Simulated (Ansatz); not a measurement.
Saddle search on BSi$_{4}$H$_{11}$Cl$_{2}$O$_{2}$, closed shell by partitioned rational-function steps on PBE0-D4/def2-TZVP gradients (Ansatz 0.2.0), from this start:

```xyz
20
angstrom
B -1.5465 -1.1788 -1.2296
Cl 0.0630 -2.8695 -1.3510
Cl -2.7434 -1.4438 -2.5103
O -0.8662 -0.0422 -1.1272
Si 0.2889 0.5900 -0.0433
Si 0.6635 2.7879 -0.7618
Si -0.6097 0.5850 2.1308
Si 2.2974 -0.6317 -0.0417
H -1.0394 -2.6368 -0.1927
O -1.8900 -1.8963 0.0588
H -0.6115 3.5681 -0.7415
H 1.6434 3.4284 0.1689
H 1.2242 2.7948 -2.1470
H -0.6004 -0.7871 2.7244
H 0.2235 1.4831 2.9905
H -2.0147 1.0990 2.1132
H 3.2778 0.2897 0.6251
H 2.7802 -0.9199 -1.4227
H 2.2060 -1.8747 0.7773
H -2.7460 -2.3453 -0.0202
```

| step | energy less the last (meV) | largest force (eV/Å) | curvature followed (eV/Å²) |
| --- | --- | --- | --- |
| 1 | 31.7 | 0.352 | -8.53 |
| 2 | 14.5 | 0.049 | -8.53 |
| 3 | 13.2 | 0.035 | -8.53 |
| 4 | 12.4 | 0.033 | -8.53 |
| 5 | 11.5 | 0.032 | -8.53 |
| 6 | 10.8 | 0.044 | -8.53 |
| 7 | 9.9 | 0.067 | -8.53 |
| 8 | 9.2 | 0.092 | -8.53 |
| 9 | 8.3 | 0.151 | -8.54 |
| 10 | 7.7 | 0.211 | -8.54 |
| 11 | 6.5 | 0.250 | -8.54 |
| 12 | 4.6 | 0.119 | -8.54 |
| 13 | 4.4 | 0.116 | -8.54 |
| 14 | 3.4 | 0.052 | -8.55 |
| 15 | 3.0 | 0.026 | -8.55 |
| 16 | 2.6 | 0.056 | -8.55 |
| 17 | 2.3 | 0.037 | -8.55 |
| 18 | 2.1 | 0.085 | -8.55 |
| 19 | 1.7 | 0.050 | -8.55 |
| 20 | 1.6 | 0.074 | -8.55 |
| 21 | 1.2 | 0.027 | -8.55 |
| 22 | 1.0 | 0.023 | -8.55 |
| 23 | 0.8 | 0.024 | -8.55 |
| 24 | 0.6 | 0.030 | -8.55 |
| 25 | 0.4 | 0.029 | -8.54 |
| 26 | 0.3 | 0.050 | -8.54 |
| 27 | 0.2 | 0.048 | -8.58 |
| 28 | 0.2 | 0.051 | -8.52 |
| 29 | 0.2 | 0.052 | -8.52 |
| 30 | 0.0 | 0.045 | -8.66 |
| 31 | 0.0 | 0.021 | -8.19 |
| 32 | 0.1 | 0.022 | -8.18 |
| 33 | 0.0 | 0.012 | -8.20 |

The search ended at:

| atom | x (Å) | y (Å) | z (Å) |
| --- | --- | --- | --- |
| B1 | -1.4597 | -1.2217 | -1.2927 |
| Cl2 | -0.0830 | -2.9742 | -0.5109 |
| Cl3 | -2.1961 | -1.7147 | -2.8214 |
| O4 | -0.7150 | -0.1288 | -1.1892 |
| Si5 | 0.3398 | 0.5403 | -0.0639 |
| Si6 | 0.5721 | 2.7862 | -0.6785 |
| Si7 | -0.5275 | 0.4196 | 2.1123 |
| Si8 | 2.4321 | -0.5241 | -0.1497 |
| H9 | -1.4922 | -2.4149 | 0.1333 |
| O10 | -2.2724 | -1.6269 | -0.0802 |
| H11 | -0.7470 | 3.4744 | -0.6947 |
| H12 | 1.4504 | 3.4498 | 0.3230 |
| H13 | 1.1960 | 2.9059 | -2.0234 |
| H14 | -0.6610 | -0.9889 | 2.5710 |
| H15 | 0.4290 | 1.1265 | 3.0088 |
| H16 | -1.8556 | 1.0856 | 2.2091 |
| H17 | 3.4574 | 0.5245 | 0.1219 |
| H18 | 2.6648 | -1.0788 | -1.5084 |
| H19 | 2.5672 | -1.5865 | 0.8773 |
| H20 | -3.0994 | -2.0534 | -0.3442 |
